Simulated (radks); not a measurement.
Values are calculated unless marked as measured or tabulated.
How relativity changes the ionisation of neutral ytterbium ([Xe] 4f14 6s2) to Yb+ ([Xe] 4f14 6s1). Spin-unpolarised spherical Kohn-Sham, PBE, point nucleus unless stated (finite: rms radius 5.3108 fm), a radial shooting solver on a logarithmic mesh with Libxc functionals. A level marked "c x" has the speed of light scaled by that factor.

level                        E(Yb) (hartree)  E(Yb+) (hartree)  IE (eV)   HOMO  <r> HOMO (bohr)
non-rel.                         -13395.2889       -13395.0678    6.016     6s            4.250
scalar-rel.                      -14059.8048       -14059.5647    6.532     4f           0.7915
scalar-rel., finite nucleus      -14058.1415       -14057.9015    6.531     4f           0.7914
Dirac                            -14075.9597       -14075.7195    6.538  4f7/2           0.8043
Dirac, finite nucleus            -14074.2834       -14074.0432    6.537  4f7/2           0.8042
Dirac, c x 0.85                  -14397.4328       -14397.1807    6.859  4f7/2           0.8396
Dirac, c x 1.25                  -13808.6598       -13808.4278    6.312  6s1/2            4.055
Dirac, c x 100                   -13395.3483       -13395.1272    6.016  6s1/2            4.250

NIST Atomic Spectra Database: 6.254 eV (measured). The relativistic part of the total energy of Yb is -679 hartree (Dirac, finite nucleus), 5.1 % of the non-relativistic value. Spin polarisation and multiplet splitting of open shells are left out at every level.

Beside tabulated values, note that relativity, absent from the non-relativistic runs, is large for the heavy elements, and spin-unpolarised runs miss the spin-polarisation part of the exchange energy of open shells.
